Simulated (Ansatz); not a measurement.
Geometry optimisation, RKS PBE-D4/6-31G (Ansatz 0.2.0).

Input:

```yaml
crystal:
  periodic: [false, false, false]
  atoms:
    - { symbol: Si, position_ang: [0.0, 0.0, 0.0] }
    - { symbol: C, position_ang: [0.0, 0.0, 1.87] }
    - { symbol: H, position_ang: [-0.9996, -0.3092, 2.2405] }
    - { symbol: H, position_ang: [0.7676, -0.7111, 2.2405] }
    - { symbol: H, position_ang: [0.232, 1.0203, 2.2405] }
    - { symbol: O, position_ang: [1.5842, 0.0, -0.5594] }
    - { symbol: Si, position_ang: [2.4906, -1.3762, -0.8866] }
    - { symbol: H, position_ang: [1.6598, -2.3521, -1.5857] }
    - { symbol: H, position_ang: [3.6318, -1.0202, -1.7249] }
    - { symbol: H, position_ang: [2.9691, -1.9538, 0.366] }
    - { symbol: C, position_ang: [-0.8808, 1.5259, -0.6227] }
    - { symbol: H, position_ang: [-1.9334, 1.2723, -0.8671] }
    - { symbol: H, position_ang: [-0.8624, 2.3106, 0.1622] }
    - { symbol: H, position_ang: [-0.3704, 1.9025, -1.5336] }
    - { symbol: H, position_ang: [-0.6877, -1.1914, -0.4862] }
basis:
  gaussian: { orbitals: "6-31G" }
hamiltonian:
  xc: pbe
  dispersion: d4
relax:
  f_tol: 0.02
  max_steps: 40
```

Launched with:

```bash
$ ansatz run input.yaml --threads 1 --pin off --max-ram 2048MiB --backend cpu --events-out ev --progress --plain --runs-dir out
```

Q: Where does it end, and by what steps?

A: The forces met the threshold. The force dipped under the threshold on the way, but the program's further checks kept it going. Limits of this set-up: no polarisation functions. After 11 steps the energy has fallen by 0.438 eV; H13 moved furthest, 0.79 Å.

```tsv
step	energy less start (eV)	largest force component (eV/Å)	accepted
0	0.0000	1.160	yes
1	-0.3087	0.695	yes
2	-0.3814	0.202	yes
3	-0.4081	0.379	yes
4	-0.4276	0.057	yes
5	-0.4098	0.595	no
6	-0.4282	0.166	yes
7	-0.4351	0.183	yes
8	-0.4369	0.014	yes
9	-0.4373	0.053	yes
10	-0.4374	0.028	yes
11	-0.4376	0.008	yes
```

```xyz
15
Properties=species:S:1:pos:R:3
Si -0.199 -0.064 0.027
C -0.152 -0.066 1.937
H -1.170 0.064 2.344
H 0.257 -1.014 2.324
H 0.479 0.760 2.304
O 1.399 -0.264 -0.601
Si 2.682 -1.357 -0.925
H 2.187 -2.576 -1.688
H 3.716 -0.635 -1.760
H 3.337 -1.839 0.361
C -0.869 1.584 -0.650
H -1.902 1.754 -0.299
H -0.238 2.421 -0.307
H -0.869 1.580 -1.752
H -1.057 -1.229 -0.461
```

Whether the end is a true minimum wasn't checked by a vibrational analysis.

Time of the run: 49 s on 1 thread of Arm Neoverse V2 (shared host), peak memory 0.15 GiB.
